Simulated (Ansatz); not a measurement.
Potential energy curve for SMILES BB. The B1–B4 bond (B1 also carries H, H; B4 carries H, H) is pulled apart rigidly from the PBE0/def2-TZVP optimised geometry.

Computed with CCSD(T) on UHF/cc-pVTZ, frozen core (Ansatz, an electronic-structure program).

Question: Relative to R = 1.63 Å, what are the energies at R = 1.21, 1.37, 2.01, 2.87 Å?

Answer: 88.1 kcal/mol at 1.21 Å, 26.6 kcal/mol at 1.37 Å, 17.1 kcal/mol at 2.01 Å, 79.6 kcal/mol at 2.87 Å.

The unrestricted determinant behind UCCSD(T) is spin-contaminated at 2.69 to 5.73 Å (<S²> up to 1.0, against 0.00 for a pure singlet).
